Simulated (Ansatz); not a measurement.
Reaction (ligand exchange at the Al–N bond): `[OH][AlH][NH][SiH3]` + `OCF` → `[OH][AlH][O]CF` + `N[SiH3]`

Isolated molecules relaxed with PBE0-D4/def2-TZVP in Ansatz; ΔE leaves out vibrations. CBS: MP2 limit from def2 TZ/QZ plus the TZ coupled-cluster correction, frozen cores. This one scheme is used for every species. Functionals use def2-TZVPP. One conformer a species, not always the lowest.

| level | ΔE (kcal/mol) | difference from CCSD(T)/CBS |
| --- | --- | --- |
| r2SCAN-D4 | -9.9 | -0.6 |
| B97M-V | -10.1 | -0.8 |
| revPBE | -8.9 | 0.4 |
| PBE0 | -9.2 | 0.1 |
| r2SCANh | -9.9 | -0.6 |
| BHLYP | -11.0 | -1.7 |
| CCSD/def2-SVP | -9.6 | -0.3 |
| HF/def2-TZVPP | -10.9 | -1.6 |
| MP2/def2-QZVPP | -9.4 | -0.1 |
| SCS-MP2/def2-QZVPP | -9.6 | -0.3 |
| CCSD(T)/CBS | -9.3 | 0 |

Problem. What do rigid-rotor, harmonic-oscillator terms from PBE0-D4/def2-TZVP frequencies (298.15 K, 1 bar) make of the CCSD(T)/CBS value? (Best estimate.)

Solution. Computed: ΔZPE = -0.4 kcal/mol, ΔH = -9.4 kcal/mol, ΔS = 4 J/(mol·K), ΔG = -9.8 kcal/mol. Modes under 50 cm⁻¹ make the entropy rough.

Largest T1 diagnostic among the species: 0.013.

In def2-TZVPP, CCSD(T) changes the Hartree–Fock value by +1.8 kcal/mol (the triples alone add +0.3 kcal/mol) and MP2 by +1.6 kcal/mol. Leaving LDA and LC-ωPBE aside and taking each functional with its dispersion term where it has one, the values, not all of them listed here, spread over 2.1 kcal/mol, from CAM-B3LYP-D4 to revPBE-D4.
